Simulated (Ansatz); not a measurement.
`BB(N)O`. Total charge 0; spin multiplicity 1. The geometry is a stationary point of PBE0-D4/def2-TZVP. It is one conformer, not always the lowest.

```xyz
9

B    -0.530   -0.281    1.278
B     0.246   -0.083   -0.228
N    -0.139    0.954   -1.092
O     1.241   -0.923   -0.687
H    -0.891    0.648    1.947
H    -0.761   -1.368    1.736
H    -0.796    1.665   -0.831
H     0.230    1.049   -2.025
H     1.400   -1.661   -0.098
```

Q: What is the dipole moment at PBE/def2-TZVPP? (Estimate.)

A: Computed: 0.64 D, with components (-0.34, 0.44, -0.31) D in this frame, pointing from negative to positive charge.

Q: And with r2SCAN, B3LYP, ωB97M-V? (Estimate.)

A: Ansatz gave: r2SCAN 0.60 D, B3LYP 0.59 D, ωB97M-V 0.57 D.

Q: Give the Mulliken charges with PBE, ωB97M-V, r2SCAN in def2-TZVPP. (Best estimate.)

A: Ansatz gave: 
```csv
atom,PBE,ωB97M-V,r2SCAN
B1,-0.22,-0.30,-0.15
B2,0.20,0.25,0.29
N3,-0.29,-0.26,-0.36
O4,-0.27,-0.29,-0.35
H5,0.02,0.08,0.00
H6,0.03,0.08,0.00
H7,0.17,0.13,0.18
H8,0.16,0.13,0.17
H9,0.20,0.18,0.21
```

B3LYP here is the variant with VWN-RPA as its local correlation; programs differ in this.
